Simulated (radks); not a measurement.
Effect of the nuclear size on neutral silver, [Kr] 4d10 5s1. Method: Dirac Kohn-Sham, relativistic LDA (MacDonald-Vosko exchange, VWN5 correlation), spin-unpolarised, spherical densities, finite nucleus; Fermi nuclear charge, rms radius 4.5454 fm; computed with a radial shooting solver on a logarithmic mesh with Libxc functionals. The rms radius is varied about that value; shifts are against it.

rms radius (fm)  total energy shift (eV)  density at nucleus (e/bohr^3)  1s1/2 shift (meV)  2s1/2 shift (meV)  3p1/2 shift (meV)  4s1/2 shift (meV)  4p1/2 shift (meV)  5s1/2 shift (meV)
3.9636                            -0.670                      1.468e+05               -281              -31.4              0.355              -1.11              0.067             -0.060
4.1681                            -0.444                      1.458e+05               -186              -20.8              0.235             -0.734              0.044             -0.040
4.5454                                 0                      1.441e+05              0.000              0.000              0.000              0.000              0.000              0.000
4.8409                             0.371                      1.429e+05                155               17.4             -0.196              0.613             -0.037              0.033
5.3727                              1.09                      1.409e+05                456               51.0             -0.576               1.80             -0.109              0.097

Slopes of the eigenvalues against <r^2> in GHz/fm^2, as finite differences over the two radii next to the reference (eigenvalue slopes, not the field-shift constants of lines): 1s1/2 13600, 2s1/2 1520, 3p1/2 -17.2, 4s1/2 53.7, 4p1/2 -3.25, 5s1/2 2.90.
